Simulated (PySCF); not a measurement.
A simulated first-order isotropic EPR spectrum at 9.436 GHz has these lines.

Lines, field (mT) (relative intensity): 328.21 (1), 329.01 (2), 329.38 (1), 329.81 (1), 330.18 (2), 330.54 (1), 330.98 (1), 331.34 (2), 331.71 (1), 332.14 (1), 332.51 (2), 333.31 (1), 334.09 (2), 334.89 (4), 335.26 (2), 335.69 (2), 336.06 (4), 336.42 (2), 336.86 (2), 337.22 (4), 337.59 (2), 338.02 (2), 338.39 (4), 339.19 (2), 339.97 (1), 340.77 (2), 341.14 (1), 341.57 (1), 341.94 (2), 342.31 (1), 342.74 (1), 343.11 (2), 343.47 (1), 343.91 (1), 344.27 (2), 345.07 (1)

Question: Find the g value from the centre of the pattern.

Answer: The pattern is symmetric about 336.64 mT, so g = hν/(μB·B0) = 9436/(13.99624 × 336.64) = 2.0027, a shift of +0.3 × 10⁻³ from the free-electron value.

Question: Which couplings and how many nuclei make this pattern?

Answer: The first two lines at either end are about 0.80 mT apart, which is the smallest coupling, and their intensity ratio 1:2 counts the nuclei that share it. In full: a 1:2:1 triplet of 5.88 mT (165 MHz), from 2 nuclei of spin 1/2; a 1:1:1:1 quartet of 1.17 mT (33 MHz), from 1 nucleus of spin 3/2; a 1:2:1 triplet of 0.80 mT (22 MHz), from 2 nuclei of spin 1/2. Check: Σ 2nI·a is the distance from the first to the last line, 16.86 mT.

Question: The radical has the formula C2H2BF2. Propose a structure, and say which nuclei carry the couplings.

Answer: The pattern alone needn't single out one isomer; the structure behind this simulation is `C=[C]B(F)F` [radical], numbered [CH2:1]=[C:2][B:3]([F:4])[F:5] (hydrogens: H6, H7 on C1). 5.88 mT: 1H at H6/H7 (2 bonds from C2, on C1 of spin population -0.15; computed sign +); 1.17 mT: 11B at B3 (1 bond from C2; computed sign −); 0.80 mT: 19F at F4/F5 (2 bonds from C2; computed sign +). The Mulliken spin populations are largest on C2 (+0.84), C1 (-0.15), B3 (+0.13) and H6 (+0.07). C2 is the only atom above +0.15. The positive populations add up to 1.15 and the negative ones to -0.15, together 2S = 1.

The calculation used PySCF 2.14.0, UKS B3LYP, IGLO-III on B C F, pcH-1 on H, non-relativistic, mean-field spin-orbit, GIAO. Isolated species at its PBE0-D3(BJ)/def2-SVP geometry, gas phase. No stability test was run, so a lower SCF solution isn't excluded.

Class means assume fast exchange of nuclei equivalent by connectivity; if that motion is slow, each nucleus keeps its own coupling.

Main isotope only: 11B (natural samples also hold 20 % 10B, magnetic too, which adds its own pattern).

First-order positions only. To second order lines move to lower field by a²/(2B0)·[J(J+1) − M²], with J the total spin of the equivalent nuclei and M its projection: up to 0.10 mT for the 5.88 mT coupling at this field, and inner lines split by J.

Rare isotopes and splittings under 0.04 mT were left out of the simulation.
